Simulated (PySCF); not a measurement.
PySCF input file for (E)-1-bromo-2-chloro-1-fluoroethene (C₂HBrClF), SMILES C(=C\Cl)(/Br)F, TDDFT-PBE/def2-SVPD. Coordinates come from a ωB97X-D3(BJ)/def2-SVP optimisation.

```python
import numpy as np
from pyscf import gto, scf, dft, tdscf

mol = gto.M(
    atom='''
    F    -1.56065033    0.37306791    0.00000000
    C    -0.26186981    0.13887348    0.00000000
    Br    0.17974683   -1.67809521    0.00000000
    C     0.65526017    1.10500855    0.00000000
    Cl    0.21609728    2.76688056    0.00000000
    H     1.72071793    0.87545929    0.00000000
    ''',
    basis='def2-SVPD',
    charge=0,
    spin=0,
    symmetry=True,
    max_memory=1600,
    verbose=4,
)
mf = dft.RKS(mol, xc='pbe').density_fit(auxbasis='def2-universal-jkfit')
mf.grids.level = 3
mf.conv_tol = 1e-9
mf.max_cycle = 100
mf.kernel()
mf.grids = dft.Grids(mol).set(level=1).build(with_non0tab=True)  # coarser grid for the response kernel
td = tdscf.TDDFT(mf)
td.singlet = True
td.nstates = 10
td.conv_tol = 1e-4
td.positive_eig_threshold = 1e-6
td.kernel(x0=td.get_init_guess(mf, 15))
td.analyze()
tt = tdscf.TDA(mf)
tt.singlet = False
tt.nstates = 4
tt.conv_tol = 1e-4
tt.positive_eig_threshold = 1e-6
tt.kernel(x0=tt.get_init_guess(mf, 9))
tt.analyze(verbose=3)
```

Log of the run:

```
PySCF version 2.14.0

[INPUT] verbose = 4
[INPUT] num. atoms = 6
[INPUT] num. electrons = 74
[INPUT] charge = 0
[INPUT] spin (= nelec alpha-beta = 2S) = 0
[INPUT] symmetry True subgroup None
[INPUT] Mole.unit = angstrom
[INPUT] Symbol           X                Y                Z      unit          X                Y                Z       unit  Magmom
[INPUT]  1 F     -1.560650330000   0.373067910000   0.000000000000 AA   -2.949201699912   0.704996175764   0.000000000000 Bohr   0.0
[INPUT]  2 C     -0.261869810000   0.138873480000   0.000000000000 AA   -0.494862221192   0.262432843165   0.000000000000 Bohr   0.0
[INPUT]  3 Br     0.179746830000  -1.678095210000   0.000000000000 AA    0.339672280459  -3.171140357844   0.000000000000 Bohr   0.0
[INPUT]  4 C      0.655260170000   1.105008550000   0.000000000000 AA    1.238262261636   2.088163524803   0.000000000000 Bohr   0.0
[INPUT]  5 Cl     0.216097280000   2.766880560000   0.000000000000 AA    0.408364675463   5.228646477783   0.000000000000 Bohr   0.0
[INPUT]  6 H      1.720717930000   0.875459290000   0.000000000000 AA    3.251685625329   1.654378291306   0.000000000000 Bohr   0.0

nuclear repulsion = 374.335242080537
point group symmetry = Cs
symmetry origin: [-1.78757883e-09 -4.34126277e-09  0.00000000e+00]
symmetry axis x: [ 1.00000000e+00 -1.26737039e-09  0.00000000e+00]
symmetry axis y: [1.26737039e-09 1.00000000e+00 0.00000000e+00]
symmetry axis z: [0. 0. 1.]
num. orbitals of irrep A' = 97
num. orbitals of irrep A" = 42
number of shells = 55
number of NR pGTOs = 231
number of NR cGTOs = 139
basis = def2-SVPD
ecp = {}


[settings echo left out]
init E= -3209.17715304805
HOMO (A") = -0.254119856971987  LUMO (A') = -0.0720129459826171  gap/eV = 4.95538
cycle= 1 E= -3209.61157376485  delta_E= -0.434  |g|= 0.44  |ddm|= 4.02
HOMO (A") = -0.224234174989114  LUMO (A') = -0.0906867745003854  gap/eV = 3.63401
cycle= 2 E= -3209.49922554741  delta_E= 0.112  |g|= 0.842  |ddm|= 1.52
HOMO (A") = -0.22384717475452  LUMO (A') = -0.0575532667491756  gap/eV = 4.52509
cycle= 3 E= -3209.64078364091  delta_E= -0.142  |g|= 0.151  |ddm|= 1.06
HOMO (A") = -0.230377922355149  LUMO (A') = -0.0667107270681728  gap/eV = 4.45361
cycle= 4 E= -3209.64527321949  delta_E= -0.00449  |g|= 0.0811  |ddm|= 0.271
HOMO (A") = -0.230812955412625  LUMO (A') = -0.0664853533176064  gap/eV = 4.47158
cycle= 5 E= -3209.64676159309  delta_E= -0.00149  |g|= 0.0142  |ddm|=  0.1
HOMO (A") = -0.229977308151884  LUMO (A') = -0.0659132231022332  gap/eV = 4.46441
cycle= 6 E= -3209.64678813714  delta_E= -2.65e-05  |g|= 0.00682  |ddm|= 0.0255
HOMO (A") = -0.230309940805222  LUMO (A') = -0.0659454793137764  gap/eV = 4.47258
cycle= 7 E= -3209.64680166469  delta_E= -1.35e-05  |g|= 0.001  |ddm|= 0.0108
HOMO (A") = -0.230285619780338  LUMO (A') = -0.0659252757590276  gap/eV = 4.47247
cycle= 8 E= -3209.64680194381  delta_E= -2.79e-07  |g|= 0.000234  |ddm|= 0.0022
HOMO (A") = -0.230288963666031  LUMO (A') = -0.0659460888494814  gap/eV = 4.47200
cycle= 9 E= -3209.64680196075  delta_E= -1.69e-08  |g|= 9.81e-05  |ddm|= 0.000711
HOMO (A") = -0.230287789827492  LUMO (A') = -0.0659408719340666  gap/eV = 4.47211
cycle= 10 E= -3209.64680196354  delta_E= -2.79e-09  |g|= 1.34e-05  |ddm|= 0.00017
HOMO (A") = -0.230287675253  LUMO (A') = -0.0659402892120844  gap/eV = 4.47212
cycle= 11 E= -3209.64680196357  delta_E= -3.64e-11  |g|= 5.54e-06  |ddm|= 3.24e-05
HOMO (A") = -0.230287738076948  LUMO (A') = -0.0659405514522859  gap/eV = 4.47211
Extra cycle  E= -3209.64680196357  delta_E=    0  |g|= 8.69e-06  |ddm|= 1.98e-05
converged SCF energy = -3209.64680196357
tot grids = 31784
Overwritten attributes  positive_eig_threshold  of <class 'pyscf.tdscf.rks.CasidaTDDFT'>


******** <class 'pyscf.tdscf.rks.CasidaTDDFT'> for <class 'pyscf.df.df_jk.DFSymAdaptedRKS'> ********
nstates = 10 singlet
deg_eia_thresh = 1.000e-03
wfnsym = None
conv_tol = 0.0001
eigh lindep = 1e-12
eigh level_shift = 0
eigh max_cycle = 100


Excitation energies (eV)
[4.66920217 5.83299209 5.93014562 6.17490491 6.31567695 6.35277609
 6.42073309 6.49930612 6.7920516  7.0900884 ]

** Singlet excitation energies and oscillator strengths **
Excited State   1:   A"      4.66920 eV    265.54 nm  f=0.0000
      37 -> 38        0.70559
Excited State   2:   A'      5.83299 eV    212.56 nm  f=0.2344
      33 -> 39        0.13700
      34 -> 39        0.13963
      35 -> 38       -0.10004
      36 -> 38        0.16260
      37 -> 39       -0.63998
Excited State   3:   A"      5.93015 eV    209.07 nm  f=0.0023
      37 -> 40       -0.69695
      37 -> 41        0.10050
Excited State   4:   A"      6.17490 eV    200.79 nm  f=0.0037
      37 -> 41        0.69641
Excited State   5:   A"      6.31568 eV    196.31 nm  f=0.0001
      36 -> 39       -0.70465
Excited State   6:   A'      6.35278 eV    195.17 nm  f=0.0413
      35 -> 38       -0.68430
      37 -> 39        0.10408
Excited State   7:   A'      6.42073 eV    193.10 nm  f=0.0616
      35 -> 38       -0.11686
      36 -> 38       -0.67572
      37 -> 39       -0.13230
Excited State   8:   A"      6.49931 eV    190.77 nm  f=0.0000
      35 -> 39        0.70455
Excited State   9:   A"      6.79205 eV    182.54 nm  f=0.0011
      34 -> 38        0.69876
Excited State  10:   A"      7.09009 eV    174.87 nm  f=0.0058
      37 -> 42       -0.70379

** Transition electric dipole moments (AU) **
state          X           Y           Z        Dip. S.      Osc.
  1         0.0000      0.0000      0.0168      0.0003      0.0000
  2         0.2536      1.2554      0.0000      1.6403      0.2344
  3        -0.0000     -0.0000      0.1257      0.0158      0.0023
  4         0.0000      0.0000      0.1568      0.0246      0.0037
  5         0.0000      0.0000      0.0271      0.0007      0.0001
  6        -0.0358     -0.5139     -0.0000      0.2654      0.0413
  7         0.1262      0.6131      0.0000      0.3918      0.0616
  8        -0.0000      0.0000     -0.0086      0.0001      0.0000
  9         0.0000     -0.0000     -0.0801      0.0064      0.0011
 10         0.0000     -0.0000      0.1832      0.0336      0.0058

** Transition velocity dipole moments (imaginary part, AU) **
state          X           Y           Z        Dip. S.      Osc.
  1         0.0000      0.0000      0.0070      0.0000      0.0002
  2         0.0505      0.2665      0.0000      0.0736      0.2289
  3        -0.0000     -0.0000      0.0337      0.0011      0.0035
  4        -0.0000      0.0000      0.0270      0.0007      0.0021
  5         0.0000      0.0000      0.0074      0.0001      0.0002
  6        -0.0091     -0.1203     -0.0000      0.0145      0.0415
  7         0.0332      0.1459      0.0000      0.0224      0.0632
  8        -0.0000      0.0000     -0.0010      0.0000      0.0000
  9         0.0000     -0.0000     -0.0278      0.0008      0.0021
 10         0.0000     -0.0000      0.0555      0.0031      0.0079

** Transition magnetic dipole moments (imaginary part, AU) **
state          X           Y           Z
  1        -0.1397      0.0470     -0.0000
  2        -0.0000      0.0000     -0.0063
  3        -0.0557     -0.2733     -0.0000
  4         0.1981     -0.2009     -0.0000
  5        -0.0705      0.3384     -0.0000
  6         0.0000      0.0000      0.1772
  7         0.0000      0.0000      0.4412
  8        -0.0532      0.5167     -0.0000
  9         0.3512      0.0353     -0.0000
 10         0.7269      0.1216     -0.0000
Overwritten attributes  positive_eig_threshold  of <class 'pyscf.tdscf.rks.TDA'>


******** <class 'pyscf.tdscf.rks.TDA'> for <class 'pyscf.df.df_jk.DFSymAdaptedRKS'> ********
nstates = 4 triplet
deg_eia_thresh = 1.000e-03
wfnsym = None
conv_tol = 0.0001
eigh lindep = 1e-12
eigh level_shift = 0
eigh max_cycle = 100


Excitation energies (eV)
[3.96253866 4.22257216 5.55173768 5.75194928]

** Triplet excitation energies and oscillator strengths **
Excited State   1:   A'      3.96254 eV    312.89 nm  f=0.0000
Excited State   2:   A"      4.22257 eV    293.62 nm  f=0.0000
Excited State   3:   A"      5.55174 eV    223.33 nm  f=0.0000
Excited State   4:   A'      5.75195 eV    215.55 nm  f=0.0000
```

The calculation finished and met its thresholds.
